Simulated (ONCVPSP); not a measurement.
**Transferability test, ONCV potential for Ge (Z = 32)**

```
Element                 : Ge (Z = 32)
Generator               : ONCVPSP 4.0.1
Type                    : optimised norm-conserving Vanderbilt (ONCV)
Functional              : PBEsol
Relativity              : scalar-relativistic
Frozen core             : [Ne]
Valence charge          : 22
Reference configuration : 3s2 3p6 3d10 4s2 4p2
Partial waves           : 3s+4s: rc 0.90 bohr, ncon 4, nbas 7, qcut 17.7 1/bohr, 2 projectors; 3p+4p: rc 0.95 bohr, ncon 5, nbas 8, qcut 11.5 1/bohr, 2 projectors; 3d: rc 1.30 bohr, ncon 5, nbas 9, qcut 13.1 1/bohr, 2 projectors, debl 1.2 Ha
Local potential         : polynomial inside 0.85 bohr (lpopt 5, dvloc0 2 Ha)
Core correction         : none
```

Energies are relative to the spin-unpolarised reference configuration 3s2 3p6 3d10 4s2 4p2; without spin polarisation the order of configurations can differ from experiment.

(1) Give the all-electron excitation energy and the error of the potential for: 3s2 3p6 3d10 4s2 4p1; 3s2 3p6 3d10 4s2 4p0; 3s2 3p6 3d10 4s1 4p0; 3s1 3p6 3d10 4s2 4p2.

Results:

(1)

| valence configuration | charge | ΔE all-electron (eV) | error AE − PS (meV) |
| --- | --- | --- | --- |
| 3s2 3p6 3d10 4s2 4p1 | +1 | 7.453 | -0.2 |
| 3s2 3p6 3d10 4s2 4p0 | +2 | 22.902 | -1.3 |
| 3s2 3p6 3d10 4s1 4p0 | +3 | 57.691 | -3.1 |
| 3s1 3p6 3d10 4s2 4p2 | +1 | 178.418 | -233 |
